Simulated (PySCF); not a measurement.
C₄H₂BrCl, SMILES C#C/C(Br)=C\Cl.

Coordinates come from a ωB97X-D3(BJ)/def2-SVP optimisation. The structure was generated by enumeration; whether it is a known compound was not checked.

Two levels are set side by side: PBE/def2-TZVP (PySCF) and HF/def2-TZVP (PySCF). Same geometry, gas phase. Differences are taken from unrounded values.

| quantity | HF |
|---|---|
| orbital gap (eV) | 11.49 |
| highest occupied level (eV) | -9.46 |
| lowest empty level (eV) | 2.03 |
| dipole moment (D) | 0.29 |
| mean polarisability (bohr³) | 77.3 |

**Question.** What does PBE give, and how far is it from HF? (An estimate is asked for; the answer gives what the named calculation found.)

**Answer.** 
| quantity | PBE | PBE minus HF |
|---|---|---|
| orbital gap (eV) | 3.60 | -7.89 |
| highest occupied level (eV) | -6.05 | 3.41 |
| lowest empty level (eV) | -2.45 | -4.48 |
| dipole moment (D) | 0.32 | 0.02 |
| mean polarisability (bohr³) | 82.7 | 5.4 |

Without exact exchange PBE keeps part of each electron's self-repulsion, which lifts occupied levels and narrows the gap. PBE's more diffuse valence density responds more strongly to a field. Differences between two approximate levels are no errors against the true value.

Rough cost on one machine, each run with all the roots and properties that it gave: HF against PBE about 1/3.
